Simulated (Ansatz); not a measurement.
`CS[CH2][GaH2]`, charge 0, multiplicity 1.

(1) Give a relaxed structure at PBE0-D4/def2-TZVP (the Gaussian-basis code of Ansatz). (Estimate.)

Answers

(1) The calculation gave: 
Z-matrix (Å, degrees):
```
C
S 1 1.798
H 1 1.090 2 107.4
H 1 1.091 2 109.8 3 -119.0
H 1 1.090 2 110.7 3 119.1
C 2 1.835 1 100.5 3 -168.4
Ga 2 2.538 1 101.0 3 -116.7
H 6 1.087 2 109.8 1 -26.2
H 6 1.088 2 108.0 1 -146.9
H 7 1.566 2 105.1 1 18.9
H 7 1.562 2 110.5 1 156.1
```
This is one stationary point; other conformers may exist.
